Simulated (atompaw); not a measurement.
**Before and after: PAW (atompaw) potential for Be**

beryllium, PAW, made with atompaw 4.2.0.5 (LDA (PW92), non-relativistic). Core none, reference 1s2 2s1.75 2p0.25. Waves: 1s (bound): rc 0.45 bohr; 2s (bound): rc 3.00 bohr; 2p (bound): rc 3.00 bohr; 2p channel at 1 Ry: rc 3.00 bohr. Local part: bessel scheme, radius 2.40 bohr. Core correction: none. Augmentation charge: besselshape compensation charge, radius 2.75 bohr; PAW radius 3.00 bohr; waves and projectors: custom rrkj gramschmidtortho.

Change: wave 2p channel at 1 Ry: rc 3.00 bohr becomes 2p channel at 7.41 Ry: rc 3.00 bohr.

Cutoffs: the cutoffs (Ry, on a coarse ladder) from which the occupation-weighted sum of valence levels, in a spherical-Bessel basis at the reference potential, stays within 10 and 1 mRy of its value at 400 Ry; they do not see the model core or the augmentation charge, which bear on the density cutoff.

Q: What does the change do?

A: The potential gets neither clearly harder nor softer (230 Ry and 300 Ry → 230 Ry and 300 Ry); a bound ghost appears in p, which as a rule spoils a file.

```csv
quantity,base,changed
"cutoff, loose",230 Ry,230 Ry
"cutoff, tight",300 Ry,300 Ry
bound ghosts,none,p
s: phases at 3.01 bohr within 0.05 rad from the reference energy up to (Ry; the scan ends near 5),1.4,1.4
p: phases at 3.01 bohr within 0.05 rad from the reference energy up to (Ry; the scan ends near 5),to the end of the scan,n/a
lowest overlap eigenvalue by channel,"s 0.64, p 0.47","s 0.64, p 0.07"
```

 A true bound ghost makes a file unfit for plane-wave use even where its test errors are small: the radial tests pick states by their node count and pass the ghost by. The cutoffs see the waves, projectors and local potential, not the compensation charge or the core.
